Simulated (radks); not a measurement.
Spherical quantum dot in the effective-mass picture: electrons in a hard-walled sphere of radius 1.92, all in effective atomic units (hartree* = m*/eps^2 hartree, bohr* = eps/m* bohr), one dielectric constant everywhere. Calculated with a radial shooting solver with Libxc functionals: non-relativistic Kohn-Sham, r2SCAN, spin-polarised, spherical densities, generalised Kohn-Sham scheme. Levels are named by radial order and angular momentum (1s, 1p, 1d, 2s, ...), and open shells are averaged over m.

N = 13, configuration 1s2 1p6 1d(up 5, down 0). This is the lowest configuration that the search found. Occupied and some empty levels:

level,occupation,eigenvalue (hartree*),<r> (bohr*)
1s up,1,10.297,1.133
1s down,1,10.486,1.114
1p up,3,11.301,1.236
1p down,3,11.546,1.228
1d up,5,12.823,1.307
1d down,0,13.108,1.305
2s up,0,14.637,0.8971
2s down,0,14.777,0.9144
1f up,0,14.787,1.362
1f down,0,15.100,1.361
2p up,0,17.251,1.017
2p down,0,17.413,1.020

Energy (hartree*): total 95.3042, kinetic 43.497, external 0, Hartree 61.651, exchange-correlation -9.8436.
